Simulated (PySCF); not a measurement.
# C₆ coefficients of unlike pairs at M06-2X

Calculated with PySCF 2.14 from the dipole response of each species, C₆(A,B) = (3/π) ∫ α_A(iu) α_B(iu) du, in atomic units, from isotropic polarisabilities. For ions this is the dispersion term alone; charge-induced terms of lower order in 1/R come first.

```
species       configuration                                                                                              basis      relativity  α (bohr³)  C₆ (like pair)
     B+       [He] 2s2 (1S)                        aug-cc-pVTZ with one added diffuse shell each of s, p, d, f type (6s5p4d3f)            none      10.85           27.94
  S(2+)   [Ne] 3s2 3p2 (3P)                                                                      aug-cc-pCVQZ-DK (10s9p7d5f3g)   spin-free X2C      7.377           26.22
 Ta(2+)  [Xe] 4f14 5d3 (4F)  aug-cc-pVTZ-PP with one added diffuse shell each of s, p, d, f, g type with ECP60MDF (7s7p6d4f3g)  core potential      14.26           78.60
 Co(3+)       [Ar] 3d6 (5D)                                                                         aug-cc-pVQZ (9s8p6d4f3g2h)            none      1.701           4.051
```

(1) Estimate C₆ for Co(3+) with S(2+).

No spin-orbit coupling is included.

The other pairs:

| pair | C₆ |
| --- | --- |
| S(2+), B+ | 25.62 |
| Co(3+), Ta(2+) | 15.81 |
| Ta(2+), B+ | 44.60 |
| Co(3+), B+ | 7.634 |
| Ta(2+), S(2+) | 45.16 |

Answers

(1) The integral gives 8.965. The combination rule 2 C_A C_B / (C_A α_B/α_A + C_B α_A/α_B) gives 8.994 and the geometric mean 10.31.
